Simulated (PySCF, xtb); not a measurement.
# Two isomers of CH5SeSi+

We compare a, `C[Se+]=[SiH2]`, a singlet, with b, `C1[SiH2][SeH+]1`, a singlet. Both are isolated ions in the gas phase, relaxed with PBE0-D4/def2-SVP.

a (Å):

```xyz
8

C    -2.4767    0.4370   -0.2369
Se   -1.8064   -0.2151    1.4916
Si    0.2410   -0.6870    1.0061
H    -1.8935    1.3055   -0.5642
H    -3.5117    0.7363   -0.0256
H    -2.4622   -0.3765   -0.9715
H     0.7798   -0.4797   -0.3582
H     1.0794   -1.2245    2.0991
```

b (Å):

```yaml
atoms:
  - { symbol: C, position_ang: [-2.1957, 0.0598, 0.4543] }
  - { symbol: Se, position_ang: [-0.9822, -1.4457, 1.0262] }
  - { symbol: Si, position_ang: [-0.6922, 0.2964, -0.5882] }
  - { symbol: H, position_ang: [-3.0913, -0.3841, -0.0007] }
  - { symbol: H, position_ang: [-2.4313, 0.7313, 1.2889] }
  - { symbol: H, position_ang: [0.3354, 1.2570, -0.1406] }
  - { symbol: H, position_ang: [-0.6844, -0.2825, -1.9457] }
  - { symbol: H, position_ang: [-0.3113, -0.6799, 2.0965] }
```

Quicker runs give these differences E(b) − E(a): GFN2-xTB +100.4 kJ/mol; HF/STO-3G +46.1 kJ/mol (at GFN2-xTB geometries).

Question: Estimate E(b) − E(a) at the level PBE0-D4/def2-SVP.

Answer: Calculated at PBE0-D4/def2-SVP: E(b) − E(a) = +10.3 kJ/mol, so structure a lies lower.

Level by level:

```
             level          geometry  E(b) − E(a) (kJ/mol)  departure from the last row (kJ/mol)  job, with rough time for the two
          GFN2-xTB          GFN2-xTB                  +100.4                                 +90.2              optimisation, 0.52 s
         HF/STO-3G          GFN2-xTB                   +46.1                                 +35.8               single point, 3.9 s
r2SCAN-D4/def2-SVP          GFN2-xTB                   +15.8                                  +5.5                single point, 35 s
  PBE0-D4/def2-SVP  PBE0-D4/def2-SVP                   +10.3                                                   optimisation, 2.6 min
```

As drawn, b has 1 C–Si, 1 Se–Si, 1 Se–H in place of 1 Se=Si, 1 C–H. Structure a has no ring, b a 3-membered ring.

The levels shown agree on the order. The largest departure from PBE0-D4/def2-SVP is that of GFN2-xTB, 90.2 kJ/mol. No coupled-cluster energies are at hand for both structures. No reliable frequencies are at hand for b, so it isn't confirmed as a minimum.

Run with PySCF 2.14.0, xtb 6.7.1; the last row on 2 threads of Intel(R) Xeon(R) Processor @ 2.50GHz (Skylake/Cascade Lake) on a shared host.
